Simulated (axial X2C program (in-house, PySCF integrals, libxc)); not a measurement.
## Potential curves of TiAs, without spin–orbit coupling

Calculated with an axial X2C code built on PySCF integrals. Spin-free means the one-electron spin-free X2C Hamiltonian. Basis: As dyall-cv3z [9s9p6d4f1g], Ti dyall-cv3z [10s10p6d4f2g] (cores contracted in-house); Gaussian nuclei, density fitting, unrestricted open shells. Masses: As 74.922 u, Ti 47.948 u.

State: M_S = 1/2, Λ = 3 (beyond evenly filled blocks: σα, π+α, π+β, π-β, δ+α). Energies in kJ/mol from the fragments at the same level (As + Ti). Fits are polynomials in 1 − R0/R over 0.85 to 1.23 times the lowest point R0.

| R (Å) | CCSD |
| --- | --- |
| 2.2410 | -81.23 |
| 2.3125 | -94.12 |
| 2.3840 | -99.34 |
| 2.4674 | -98.22 |
| 2.5509 | -91.45 |
| 2.6582 | -77.06 |

Correlated methods: 9 electrons correlated (number of frozen shells: As 3 s, 2 p, 1 d; Ti 3 s, 2 p), 315 virtual spin orbitals or spinors in MP2, 90 natural virtuals in coupled cluster.

The state is one determinant whose occupation by symmetry is held fixed; it was picked as the lowest of a PBE0 search that is not exhaustive. Dissociation energies refer to the lowest single-determinant-based atoms at the same level and basis. CCSD ran in a truncated set of natural virtual spinors with an MP2 remainder; without triples it tends to underbind. Other states lie close and PBE0, whose exact exchange favours high spin, may order them wrongly; the determinant shown need not be the ground state. The nearest other spin-free determinant of the search, M_S = 1/2, Λ = 1, lies 0.07 eV up at the distance of the search. With several unpaired electrons one determinant need not be a pure state. The outer-core s and p shells of the metal are frozen in the correlated rows, which leaves out core–valence correlation; for alkali and alkaline-earth bonds that tends to lengthen them. The determinant is spin-polarised beyond a pure state at some levels (its spin-free form has ⟨S²⟩ too high), which makes Re and μ there less reliable. The T1 diagnostic is large, a sign of multireference character. With the outer-core shells frozen, correlated bond lengths of heavy atoms tend to come out a few hundredths of an ångström too long. Coupled cluster ran on the points near the minimum only. MP2 and coupled cluster on one determinant become unreliable at the stretched end.

**Question.** Fit the CCSD curve near its minimum: give the equilibrium distance, the harmonic wavenumber and the well depth.

**Answer.** At CCSD, spin-free: Re = 2.411 Å, ωe ≈ 312 cm⁻¹, De = 1.03 eV to As + Ti; Be follows as 0.0992 cm⁻¹.
